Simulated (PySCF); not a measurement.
## Electron correlation in Cr (chromium, neutral)

[Ar] 3d5 4p1, high-spin 7P determinant (an excited configuration). All numbers are calculated (PySCF 2.14, scalar relativity by spin-free X2C-1e, in x2c-QZVPPall (11s7p5d3f2g, 96 functions)). Frozen: [Ne]; 14 electrons correlated.

MP2 pair energies summed by pair of shells (mhartree):

```
 pair   energy  share (%)
3p-3d  -174.25       40.7
3p-3p   -86.06       20.1
3d-3d   -82.51       19.3
3s-3p   -35.51        8.3
3s-3d   -32.97        7.7
3d-4p    -7.68        1.8
3s-3s    -5.48        1.3
3p-4p    -3.00        0.7
3s-4p    -0.21        0.0
```

Total MP2 correlation energy: -427.67 mhartree.

Same-spin part -172.43 and opposite-spin part -255.24 mhartree; SCS-MP2 scales them by 1/3 and 6/5 to -363.77 mhartree.

The basis was made for the ground configuration and has no added diffuse functions, which can raise the energy of the promoted electron.

This basis was not built for core-valence correlation, so the inner-shell part is incomplete.
